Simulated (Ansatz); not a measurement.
The cluster SnPt₂⁺. Charge 1, multiplicity 2. Geometry r2SCAN-D4/def2-TZVP.

```xyz
3

Pt    1.367   -0.930   -1.707
Pt   -1.367    0.930    1.707
Sn    0.000    0.000    0.000
```

In the def2 sets Pt, Sn take a core potential; there is no spin–orbit coupling. At LDA (SPW92)/def2-TZVP the gap within one spin of the charge 1 doublet nearly closes, so an electron or hole may be smeared out by delocalisation error. Another isomer (doublet) lies 0.96 eV lower at PBE0-D4/def2-TZVP; other spin states weren't run for this one.

(1) Estimate the α-spin orbital energies around the gap (eV) in Ansatz with LDA (SPW92)/def2-TZVP, PBE-D4/def2-TZVP, r2SCAN-D4/def2-TZVP, B97M-V/def2-TZVP, PBE0-D4/def2-TZVP.

Results:

(1) 
```csv
orbital,LDA (SPW92)/def2-TZVP,PBE-D4/def2-TZVP,r2SCAN-D4/def2-TZVP,B97M-V/def2-TZVP,PBE0-D4/def2-TZVP
HOMO−9,-12.35,-12.04,-12.19,-12.02,-13.16
HOMO−8,-12.35,-12.04,-12.19,-12.02,-13.16
HOMO−7,-11.72,-11.42,-11.52,-11.38,-12.47
HOMO−6,-11.72,-11.42,-11.52,-11.38,-12.47
HOMO−5,-11.44,-11.17,-11.38,-11.16,-12.26
HOMO−4,-11.06,-10.78,-11.01,-10.82,-12.07
HOMO−3,-11.00,-10.74,-10.95,-10.82,-12.07
HOMO−2,-11.00,-10.74,-10.95,-10.82,-12.07
HOMO−1,-10.99,-10.74,-10.95,-10.82,-12.07
HOMO,-10.99,-10.74,-10.95,-10.60,-11.61
LUMO,-9.12,-8.72,-8.41,-8.28,-7.60
LUMO+1,-8.56,-8.24,-8.07,-8.11,-7.51
LUMO+2,-8.56,-8.24,-8.07,-8.11,-7.51
LUMO+3,-6.52,-6.21,-5.82,-5.94,-5.22
LUMO+4,-5.05,-4.87,-4.54,-4.72,-4.13
LUMO+5,-5.05,-4.87,-4.54,-4.72,-4.13
β HOMO,-10.75,-10.46,-10.52,-10.45,-11.26
β LUMO,-10.72,-10.33,-10.19,-10.03,-9.46
```
